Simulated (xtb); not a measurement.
Ga(F)(Me)(vinyl) (C3H6FGa), SMILES [CH]([Ga]([F])[CH3])=C. All values are semi-empirical tight-binding results from xtb (GFN2-xTB unless named), good for trends rather than for accurate numbers. Coordinates come from a GFN2-xTB optimisation. The structure was generated by enumeration; whether it is a known compound was not checked. Other conformers were not sampled.

The geometry has at least one imaginary mode, so it is a saddle point at that level.

For metal compounds this method's bond lengths and energies can be far off.

Computed properties:
```
Item           Value
-----------  -------
orbital gap  4.08 eV
```
